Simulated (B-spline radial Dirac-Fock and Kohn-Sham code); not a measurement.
## X-ray scattering factor of Mo⁺

System: the Mo⁺ ion, configuration [Kr] 4d4 5p1 (not the ground configuration).

Input of the calculation (task.json; shells as n, l, electrons):

```json
{"items": [{
  "Z": 42,
  "q": 1,
  "cfg": [[1, 0, 2], [2, 0, 2], [2, 1, 6], [3, 0, 2], [3, 1, 6], [3, 2, 10], [4, 0, 2], [4, 1, 6], [4, 2, 4], [5, 1, 1]],
  "A": 98,
  "rrms": 4.4091,
  "do": ["scatter"],
  "s": [0.0, 0.09, 0.11, 0.13, 0.17, 0.2, 0.25, 0.31, 0.39, 0.48, 0.59, 0.73, 0.9, 1.11, 1.37, 1.7, 2.1, 2.6, 3.21, 3.97, 4.9, 6.06, 7.49],
  "pz": [0, 0.1, 0.14, 0.21, 0.3, 0.43, 0.63, 0.9, 1.3, 1.9, 2.7, 3.9, 5.7, 8.2, 12.0, 17.0, 25.0, 35.0, 51.0, 74.0, 110.0],
  "hv_scatter": [1000, 8047.8, 20000, 50000, 100000, 200000, 500000, 1000000]
}]}
```

Launch: `python xray_run.py task.json out`

The computed values come from a B-spline atomic structure program: Dirac-Fock orbitals of the configuration average with a finite nucleus. f₀ is the Fourier transform of the spherical electron density, S the Waller-Hartree incoherent function, and s = sin θ/λ.

```csv
s (Å⁻¹),f₀,S
0,41.000,0.000
0.09,38.523,2.787
0.11,37.590,3.602
0.13,36.618,4.406
0.17,34.631,5.984
0.2,33.137,7.120
0.25,30.710,8.896
0.31,28.026,10.876
0.39,24.992,13.314
0.48,22.313,15.756
0.59,19.792,18.244
0.73,17.203,20.738
0.9,14.445,23.188
1.11,11.494,25.755
1.37,8.783,28.384
1.7,6.779,30.956
2.1,5.582,33.192
2.6,4.657,35.129
3.21,3.652,36.744
3.97,2.615,38.022
4.9,1.824,38.918
6.06,1.358,39.549
7.49,1.100,40.035
```

f₀ starts at the number of electrons, 41, and has fallen to half at s ≈ 0.56 Å⁻¹. The sum of ⟨r²⟩ over the electrons is 51.32 bohr².
